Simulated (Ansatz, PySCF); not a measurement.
Gas-phase reaction R1 + R2 → P1 + P2, each structure at its B3LYP-D3(BJ)/def2-TZVP stationary point, reached from a drawn start (curvature not checked).
R1: Cl4Ti (SMILES [Cl][Ti]([Cl])([Cl])[Cl]), charge 0, multiplicity 1.
P1: Cl3FTi (SMILES [F][Ti]([Cl])([Cl])[Cl]), charge 0, multiplicity 1.
P2, HCl (SMILES Cl) (charge 0, multiplicity 1):
```xyz
2

Cl     0.000     0.000     0.641
H      0.000     0.000    -0.641
```
R2: HF (SMILES F), charge 0, multiplicity 1.

```csv
level,reaction energy (eV)
HF/def2-SVP,-0.346
HF/def2-QZVPP,-0.322
BLYP-D4/def2-TZVPP,-0.232
revPBE/def2-TZVPP,-0.272
r2SCAN/def2-TZVPP,-0.244
B97M-V/def2-TZVPP,-0.243
BHLYP-D3(BJ)/def2-TZVPP,-0.176
M06-2X/def2-TZVPP,-0.145
CAM-B3LYP-D4/def2-TZVPP,-0.302
wB97M-V/def2-TZVPP,-0.256
SCS-MP2/def2-QZVPP,-0.113
CCSD/def2-QZVPP,-0.214
CCSD(T)/def2-QZVPP,-0.122
"CCSD(T)/CBS(def2-TZVPP, def2-QZVPP)",-0.095
```

P less R. No zero-point or thermal terms; no spin–orbit coupling.

Correlated levels freeze the cores. CBS: X⁻³ extrapolation of the correlation energy, Hartree–Fock from the larger set.

The values were computed with Ansatz (Gaussian orbitals); PySCF for M06-2X and the D3/D4 terms. All values are computed, each at the level named.

Ansatz is a first-principles code.
